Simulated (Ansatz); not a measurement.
`SB1N[SiH2]1` + `CC(O)S` → `CB1N[SiH2]1` + `OC(S)S`  (formal exchange of groups at a B–S bond)

Calculated with Ansatz (gas phase, PBE0-D4/def2-TZVP geometries, no zero-point term in ΔE). CBS: MP2 limit from def2 TZ/QZ plus the TZ coupled-cluster correction, frozen cores. Each species was taken in one conformer, which may not be the lowest.

| species | CCSD(T)/CBS(def2) energy (Eh) |
| --- | --- |
| `SB1N[SiH2]1` | -768.78676 |
| `CC(O)S` | -552.65592 |
| `CB1N[SiH2]1` | -410.25190 |
| `OC(S)S` | -911.16421 |

(1) Work out ΔE.

Largest T1 diagnostic among the species: 0.014.

Answers

(1) ΔE = (-410.25190) + (-911.16421) − (-768.78676) − (-552.65592) = 0.02657 Eh = +69.8 kJ/mol.

From r2SCAN to r2SCAN0 (25 % exact exchange), in def2-TZVPP and without D4, ΔE moves by +3.1 kJ/mol. At CCSD(T), def2-SVP lies +15.5 kJ/mol from the extrapolated value and def2-TZVPP +3.0 kJ/mol.
